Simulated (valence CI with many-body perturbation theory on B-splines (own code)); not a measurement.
Hyperfine factors and g values of Hg XVI

Computed by valence CI with perturbative core correlation (CI+MBPT): five valence electrons over a frozen Dirac-Fock core [Kr] 4d10 4f14, radial functions for each j: 9 s, 9 p, 8 d, 6 f, 3 g, 1 h, with the one-electron correlation potential Σ1 (screened to all orders), the two-electron term Σ2, the three-electron term Σ3, Breit, model QED; selected single and double excitations, second order for the rest (own B-spline code, finite nucleus).

No measured spectrum was set against this ion. As an estimate, levels hold to about 250 cm⁻¹ or 0.2 % of their energy and the worst to 1 %, as in measured heavy ions of charge 2 to 7. The list stops below the first excitations out of the core. Only levels of the ground parity were solved; by the run's estimate the other parity begins above the list, which can be wrong where configurations are misplaced.

A/g_I is the dipole constant over the nuclear g factor μ/I (μ in nuclear magnetons, uniformly magnetised nucleus), B/Q the quadrupole constant per barn. Both hold the static response of the core; the bare values leave it out. Large factors of s and p1/2 electrons are usually good to 5 to 10 %; those of open d and f shells near neutrality can be off by tens of per cent, and small factors of p3/2, d and f electrons come from cancelling terms and can be off by a factor of two or in sign, in half-filled shells by more. B is blank for J = 1/2, where it vanishes, and for nearly pure S terms. Energies count from the lowest level.

Levels are named by their leading jj configuration (3d3/2^4 stands for four electrons in 3d with j = 3/2), which in mixed levels can hold well under half, so a name can repeat and another be missing.

| Level | E (cm⁻¹) | g | A/g_I (MHz) | A/g_I bare | B/Q (MHz/b) | B/Q bare |
| --- | --- | --- | --- | --- | --- | --- |
| (5s^2 5p1/2^2 5p3/2) J=3/2 | 0.0 | 1.401 | 11200 | 9920 | 22400 | 20800 |
| (5s^2 5p1/2 5p3/2^2) J=3/2 | 169260 | 1.440 | -10400 | -10600 | 5670 | 5310 |
| (5s^2 5p1/2 5p3/2^2) J=5/2 | 188520 | 1.199 | 35200 | 33100 | -89.5 | -71.5 |
| (5s^2 5p1/2 5p3/2^2) J=1/2 | 213150 | 0.664 | 127000 | 122000 |  |  |

**Question.** Take the isotope of mass number 201, with I = 3/2, μ = -0.558 μN and Q = 0.387 b. What is the hyperfine structure of (5s^2 5p1/2 5p3/2^2) J=5/2?

**Answer.** From the table A = -13100 MHz, B = -34.6 MHz. Shifts from the centre of gravity in MHz: F = 1: 68800, F = 2: 42600, F = 3: 3290, F = 4: -49100.
